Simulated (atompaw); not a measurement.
**Before and after: PAW (atompaw) potential for Eu**

```json
{
 "Element": "europium",
 "Generator": "atompaw 4.2.0.5",
 "Type": "PAW",
 "Functional": "LDA (PW92)",
 "Relativity": "scalar-relativistic",
 "Frozen core": "[Kr] 4d10 4f6",
 "Valence charge": "11",
 "Reference configuration": "5s2 5p6 5d1 6s2 6p0",
 "Partial waves": "5s (bound); 6s (bound); 5p (bound); 6p (bound, empty); 5d (bound); 5d channel at 0.1 Ry",
 "Local potential": "bessel scheme, radius 2.80 bohr",
 "Core correction": "smooth core density matched at 2.10 bohr",
 "Augmentation charge": "besselshape compensation charge, radius 2.65 bohr; PAW radius 2.90 bohr; waves and projectors: bloechl"
}
```

Change: local potential troulliermartins scheme with l = 3 at 0.5 Ry, radius 2.80 bohr.

Cutoffs: the cutoffs (Ry, on a coarse ladder) from which the occupation-weighted sum of valence levels, in a spherical-Bessel basis at the reference potential, stays within 10 and 1 mRy of its value at 400 Ry; they do not see the model core or the augmentation charge, which bear on the density cutoff.

Question: What does the change do?

Answer: The potential gets harder (21 Ry and 25 Ry → 50 Ry and 60 Ry); the range in which the s phases agree narrows (upper end 4.5 → 2.1); the range in which the p phases agree narrows (upper end at the end of the scan → 0.8); neither file shows a bound ghost.

```tsv
quantity	base	changed
cutoff, loose	21 Ry	50 Ry
cutoff, tight	25 Ry	60 Ry
loose cutoff by channel (10 mRy a level)	s 12 Ry, p 15 Ry, d 10 Ry	s 35 Ry, p 25 Ry, d 21 Ry
bound ghosts	none	none
s: phases at 2.91 bohr within 0.05 rad from the reference energy up to (Ry; the scan ends near 5)	4.5	2.1
p: phases at 2.91 bohr within 0.05 rad from the reference energy up to (Ry; the scan ends near 5)	to the end of the scan	0.8
d: phases at 2.91 bohr within 0.05 rad from the reference energy up to (Ry; the scan ends near 5)	1.1	1.0
lowest overlap eigenvalue by channel	s 0.44, p 0.63, d 0.01	s 0.11, p 0.22, d 0.00
```

 The cutoffs see the waves, projectors and local potential, not the compensation charge or the core.
